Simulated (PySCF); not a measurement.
# Stretching LaS

Set-up: La def2-TZVPP with ECP46, S def2-TZVPP; scalar-relativistic core potentials (PySCF 2.14). Energies in eV from La (5d1 6s2) + S in their ground configurations at the same level. State: doublet, about 0.1 electrons in the 4f shell (Mulliken).

All columns are MN15. A positive dipole means La(−)S(+).

```
R (Å)  E (eV)  μ (D)  Mulliken charge on La (basis-dependent)  HOMO (eV)  LUMO (eV)  Mayer bond order  ⟨S²⟩
2.060  -3.823  -4.10                                     0.27      -4.37      -1.46              2.63  0.75
2.155  -4.749  -4.90                                     0.32      -4.51      -1.57              2.56  0.75
2.251  -5.261  -5.64                                     0.36      -4.64      -1.69              2.50  0.75
2.323  -5.440  -6.16                                     0.39      -4.74      -1.79              2.46  0.75
2.395  -5.485  -6.65                                     0.42      -4.84      -1.88              2.42  0.75
2.467  -5.427  -7.12                                     0.44      -4.93      -1.98              2.39  0.75
2.563  -5.230  -7.70                                     0.47      -5.05      -2.12              2.35  0.75
2.682  -4.851  -8.36                                     0.50      -5.19      -2.30              2.31  0.75
2.826  -4.286  -9.04                                     0.52      -5.34      -2.52              2.27  0.75
3.018  -3.464  -9.63                                     0.53      -5.52      -2.87              2.21  0.79
```

A fit through these points gives, at Re = 2.388 Å, μ = -6.60 D and dμ/dR = -6.70 D/Å; the reduced mass is 25.99 u.

Q: How strong is the fundamental in the double-harmonic approximation, I = 42.26·(dμ/dR)²/μred km/mol?

A: I = 42.26·(-6.70)²/25.99 = 73.0 km/mol at MN15.

These are scalar-relativistic numbers at best; spin–orbit coupling would shift them, the dissociation energy most. The state is the lowest single determinant that the PBE0 search found; with open d or f shells the true ground state can be another one.
